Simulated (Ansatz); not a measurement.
Cost and result for the atomization energy of ClH$_{6}$NOSi$_{2}$, SMILES `N[SiH](Cl)O[SiH3]` (11 atoms, 10 bonds).

Cartesian coordinates in Å:
```
N -0.732 1.636 1.363
Si -0.428 0.977 -0.166
Cl -2.076 0.108 -1.071
O 0.677 -0.197 -0.007
Si 1.071 -1.698 -0.547
H -0.907 1.040 2.156
H -1.217 2.515 1.445
H 0.008 2.053 -1.075
H 2.443 -1.992 -0.068
H 0.125 -2.702 0.001
H 1.037 -1.741 -2.031
```

The species carries charge 0 and has multiplicity 1. All single points use the PBE0-D4/def2-TZVP geometry. It is one conformer, not always the lowest. Program: Ansatz. Hardware: A = 2 threads of an AMD EPYC 7R13 on a shared host and a share of an NVIDIA H100 80 GB; B = 2 threads of an AMD EPYC 7R13 on a shared host. Times are those of one run each, without the atoms' runs, and a repeat can differ threefold. Electronic energies, without spin–orbit coupling; frozen cores. CCSD(T)/CBS adds CCSD(T) − MP2 in def2-TZVPP to the MP2 limit, and its time is that of the two runs behind it. T1 = 0.010. B3LYP takes the VWN-RPA correlation (the form of Gaussian; ORCA's B3LYP/G). HSE06 is the plane-wave form, built on full-range PBE exchange.

CCSD(T)/CBS is a level of theory with its own doubt, some kJ/mol a heavy atom from the limit and from the frozen cores, so smaller differences don't rank the functionals.

```csv
level,functions,wall time
BLYP-D4/def2-TZVPP [A],272,1.6 s
LDA (SPW92)/def2-TZVPP [A],272,1.8 s
BHLYP-D4/def2-TZVPP [A],272,2 s
revPBE-D4/def2-TZVPP [A],272,2 s
HSE06-D4/def2-TZVPP [A],272,2.1 s
B3LYP-D4/def2-TZVPP (with forces) [A],272,2.3 s
r2SCAN-D4/def2-TZVPP (with forces) [A],272,2.5 s
ωB97X-V/def2-TZVPP [A],272,2.6 s
ωB97M-V/def2-TZVPP (with forces) [A],272,3.5 s
MP2/def2-QZVPP [A],504,4.8 s
CCSD(T)/def2-TZVPP [A],272,6.5 s
CCSD(T)/def2-SVP [B],112,9 s
CCSD(T)/CBS(def2),–,11 s
```

**Question.** What atomization energy does each give, and how far from CCSD(T)/CBS? (Best estimate.)

**Answer.** Computed: 
| level | atomization (kcal/mol) | difference from CCSD(T)/CBS | per bond |
| --- | --- | --- | --- |
| BLYP-D4/def2-TZVPP [A] | 909.8 | -10.9 | -1.1 |
| LDA (SPW92)/def2-TZVPP [A] | 1028.8 | 108.1 | 10.8 |
| BHLYP-D4/def2-TZVPP [A] | 895.6 | -25.1 | -2.5 |
| revPBE-D4/def2-TZVPP [A] | 895.7 | -25.0 | -2.5 |
| HSE06-D4/def2-TZVPP [A] | 905.2 | -15.5 | -1.6 |
| B3LYP-D4/def2-TZVPP (with forces) [A] | 914.5 | -6.2 | -0.6 |
| r2SCAN-D4/def2-TZVPP (with forces) [A] | 914.7 | -6.0 | -0.6 |
| ωB97X-V/def2-TZVPP [A] | 923.0 | 2.3 | 0.2 |
| ωB97M-V/def2-TZVPP (with forces) [A] | 921.2 | 0.5 | 0.0 |
| MP2/def2-QZVPP [A] | 922.6 | 1.9 | 0.2 |
| CCSD(T)/def2-TZVPP [A] | 890.8 | -29.9 | -3.0 |
| CCSD(T)/def2-SVP [B] | 838.1 | -82.6 | -8.3 |
| CCSD(T)/CBS(def2) | 920.7 | 0.0 | 0.0 |

In def2-TZVPP, CCSD(T) changes the Hartree–Fock value by +220.1 kcal/mol (the triples alone add +11.6 kcal/mol) and MP2 by +233.8 kcal/mol; breaking electron pairs costs correlation energy, which Hartree–Fock lacks. At CCSD(T), def2-SVP lies −82.7 kcal/mol from the extrapolated value and def2-TZVPP −30.0 kcal/mol: correlation converges slowly with the basis, and small sets miss more of it in the bonded molecule than in its fragments. From BLYP to BHLYP (50 % exact exchange), in def2-TZVPP and without D4, the atomization energy moves by −8.5 kcal/mol: exact exchange takes away binding that semilocal exchange gives to molecules.
